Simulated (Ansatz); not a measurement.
Species: SiS, charge 1, doublet. SiS+ (parent SMILES [Si]=S, doublet).
B3LYP-D3(BJ)/def2-TZVP minimum from Ansatz (a first-principles code):
```xyz
2

Si     0.0000     0.0000    -1.1108
S      0.0000     0.0000     0.9719
```
Charge +1, spin multiplicity 2.

Hartree-Fock and CCSD correlation energies in hartree (Ansatz). Open shells are spin-unrestricted; no spin-orbit coupling. Correlated methods leave the cores frozen. No relativity. The spin of SSi+ (parent SMILES [Si]=S, doublet) was assumed, and the state is the lowest solution found for it.

```csv
basis,X,E(HF),"E(corr, CCSD)"
cc-pV(T+d)Z,3,-686.17812,-0.24042
cc-pV(Q+d)Z,4,-686.18378,-0.25464
cc-pV(5+d)Z,5,-686.18480,withheld
```

Problem. Fit E(corr) = E∞ + A/X³ to X = 3 and 4, predict X = 5, and compare with the run.

Solution. A = (-0.24042 - (-0.25464))/(1/27 - 1/64) = 0.6641; E∞ = -0.25464 - A/64 = -0.26502; at X = 5, E∞ + A/125 = -0.25970. The run gave -0.25968, 0.02 mEh above the prediction. The same form on X = 4 and 5 gives E∞ = -0.26497, 0.05 mEh above the first estimate.
